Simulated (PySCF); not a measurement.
GaCl3, SMILES [Cl][Ga]([Cl])[Cl].

The structure is a stationary point at B3LYP-D3(BJ)/def2-SVP. The isomer is the one that the SMILES or the coordinates give; other isomers of the formula were not compared.

Level of theory: PySCF with TDA-PBE/def2-SVPD.

Vertical excitations; the highest root listed may be one member of a degenerate set. Isolated molecule, no solvent. State labels are in the subgroup C2v.

| state | symmetry | energy (eV) | λ (nm) | f | main pairs |
|---|---|---|---|---|---|
| S1 | B1 | 4.96 | 250 | 0.000 | HOMO→LUMO 100 % |
| S2 | B2 | 5.26 | 236 | 0.000 | HOMO−1→LUMO (degenerate set) |
| S3 | A2 | 5.26 | 236 | 0.000 | HOMO−2→LUMO (degenerate set) |
| S4 | B1 | 5.39 | 230 | 0.034 | HOMO−3→LUMO (degenerate set) |
| S5 | A1 | 5.39 | 230 | 0.034 | HOMO−4→LUMO (degenerate set) |
| S6 | A2 | 5.66 | 219 | 0.000 | HOMO→LUMO+1 100 % |
| S7 | B2 | 5.99 | 207 | 0.039 | HOMO−5→LUMO 99 % |
| S8 | A2 | 6.01 | 206 | 0.000 | HOMO−3→LUMO+1 (degenerate set) |
| S9 | B2 | 6.01 | 206 | 0.000 | HOMO−4→LUMO+1 (degenerate set) |
| S10 | A1 | 6.29 | 197 | 0.038 | HOMO−1→LUMO+1 81 %, HOMO−6→LUMO 15 % |
| T1 | B1 | 4.65 | 267 | 0 | HOMO→LUMO 100 % |
| T2 | B2 | 4.97 | 249 | 0 | HOMO−1→LUMO (degenerate set) |
| T3 | A2 | 4.97 | 249 | 0 | HOMO−2→LUMO (degenerate set) |
| T4 | A1 | 4.98 | 249 | 0 | HOMO−4→LUMO 100 % |
Triplets are in the Tamm–Dancoff approximation.
